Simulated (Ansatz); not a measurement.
Input for Ansatz (a first-principles code): U-CCSD(T)/cc-pVDZ on CH5Ga (SMILES [CH3][GaH2]), a point of a bond scan (R = 2.375 Å). The run froze 15 orbitals, filled d shells among them.

Ansatz 0.2 input:
```yaml
crystal:
  periodic: [false, false, false]
  atoms:
    - {symbol: C, position_ang: [-1.56095123, -0.12280766, 0.00123703]}
    - {symbol: Ga, position_ang: [0.80727024, 0.06029924, -0.00187519]}
    - {symbol: H, position_ang: [-1.98854607, 0.49917965, -0.78831952]}
    - {symbol: H, position_ang: [-1.90125078, -1.14877881, -0.13142206]}
    - {symbol: H, position_ang: [-1.95364954, 0.25454584, 0.94939406]}
    - {symbol: H, position_ang: [1.47907508, 1.48523850, 0.05137023]}
    - {symbol: H, position_ang: [1.72991934, -1.21552753, -0.04743106]}
basis:
  gaussian:
    orbitals: cc-pVDZ
correlation: {method: ccsd_t, electrons: outside_noble_gas}
scf: {omitted_lower_state_checks: [cluster_reference]}
magnetization: {spin_polarized: true, initial_magnetization: 0}
```

Q: What total energy does the run end on?

A: -1964.2123 hartree (reference determinant -1963.9477, T1 diagnostic 0.009).
